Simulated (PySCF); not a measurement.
methyl(silylsulfanyl)silane (CH8SSi2), SMILES C[SiH2]S[SiH3]. Atoms are numbered in the order given.

```xyz
12

Si     1.4070     1.1316     0.6597
S      0.4556    -0.7975     0.8313
Si    -0.7811    -0.7825    -0.9525
C     -2.0934     0.5610    -0.8882
H      2.0024     1.3097    -0.6961
H      0.4486     2.2490     0.8991
H      2.4727     1.1674     1.6964
H      0.0821    -0.5985    -2.1556
H     -1.4003    -2.1358    -0.9867
H     -2.7436     0.5042    -1.7769
H     -2.7182     0.4470     0.0112
H     -1.6362     1.5626    -0.8638
```
Charge 0, spin multiplicity 1.

The structure is a stationary point at B3LYP-D3(BJ)/def2-SVP. Other conformers were not sampled.

Two levels are set side by side: PBE/pcSseg-1 (PySCF) and KT2/pcSseg-1 (PySCF). GIAO shifts against H2S (³³S), TMS (²⁹Si), TMS (¹H), TMS (¹³C) at the same level; non-relativistic, no solvent, atoms listed together averaged. Differences are taken from unrounded values.

```json
[
 {"quantity": "δ(²⁹Si) of Si1 (ppm)", "KT2": "-51.4"},
 {"quantity": "δ(³³S) of S2 (ppm)", "KT2": "-69.0"},
 {"quantity": "δ(²⁹Si) of Si3 (ppm)", "KT2": "-17.6"},
 {"quantity": "δ(¹³C) of C4 (ppm)", "KT2": "0.6"},
 {"quantity": "δ(¹H) of H8, H9 (ppm)", "KT2": "5.21"}
]
```

Task: What does PBE give, and how far is it from KT2? (An estimate is asked for; the answer gives what the named calculation found.)

Result: 
```
quantity                 PBE  PBE minus KT2
---------------------  -----  -------------
δ(²⁹Si) of Si1 (ppm)   -51.5           -0.2
δ(³³S) of S2 (ppm)     -73.2           -4.1
δ(²⁹Si) of Si3 (ppm)   -16.8            0.8
δ(¹³C) of C4 (ppm)       0.2           -0.3
δ(¹H) of H8, H9 (ppm)   5.25           0.04
```

Rough cost on one machine, each run with all the roots and properties that it gave: KT2 against PBE within a factor of 2.
